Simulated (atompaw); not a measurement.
## Which change was made? (Mo, PAW (atompaw))

```
Element                 : Mo (Z = 42)
Generator               : atompaw 4.2.0.5
Type                    : PAW
Functional              : LDA (PW92)
Relativity              : scalar-relativistic
Frozen core             : [Kr]
Valence charge          : 6
Reference configuration : 4d5 5s0 5p0 (charge +1)
Partial waves           : 5s (bound, empty): rc 2.80 bohr; 5s channel at 3.75 Ry: rc 2.80 bohr; 5p (bound, empty): rc 2.80 bohr; 5p channel at 0.85 Ry: rc 2.80 bohr; 4d (bound): rc 2.80 bohr; 4d channel at 0.3 Ry: rc 2.80 bohr
Local potential         : bessel scheme, radius 2.40 bohr
Core correction         : smooth core density matched at 2.70 bohr
Augmentation charge     : besselshape compensation charge, radius 2.50 bohr; PAW radius 2.80 bohr; waves and projectors: custom polynom2 7 10 vanderbiltortho
```

Cutoffs, loose and tight: the cutoffs (Ry, on a coarse ladder) from which the occupation-weighted sum of valence levels, in a spherical-Bessel basis at the reference potential, stays within 10 and 1 mRy of its value at 400 Ry. They see the waves, projectors and local potential, not the compensation charge or the core.

The base gives: outcome: generated; cutoff, loose: 25 Ry; cutoff, tight: 50 Ry; bound ghosts: none.

After one change the result is: outcome: generated; cutoff, loose: 21 Ry; cutoff, tight: 40 Ry; bound ghosts: none. Which change was it?
A. all radii scaled by about 0.80 (s 2.24, p 2.24, d 2.24 bohr); local potential bessel scheme, radius 1.92 bohr; augmentation besselshape compensation charge, radius 2.00 bohr; PAW radius 2.24 bohr; waves and projectors: custom polynom2 7 10 vanderbiltortho; core correction smooth core density matched at 2.16 bohr
B. reference 4d3 5s0 5p0
C. local potential troulliermartins scheme with l = 3 at 0.5 Ry, radius 2.40 bohr

B. The others give: all radii scaled by about 0.80 (s 2.24, p 2.24, d 2.24 bohr); local potential bessel scheme, radius 1.92 bohr; augmentation besselshape compensation charge, radius 2.00 bohr; PAW radius 2.24 bohr; waves and projectors: custom polynom2 7 10 vanderbiltortho; core correction smooth core density matched at 2.16 bohr → outcome: generated; cutoff, loose: 15 Ry; cutoff, tight: 30 Ry; bound ghosts: s, p | local potential troulliermartins scheme with l = 3 at 0.5 Ry, radius 2.40 bohr → outcome: generated; cutoff, loose: 25 Ry; cutoff, tight: 50 Ry; bound ghosts: s.
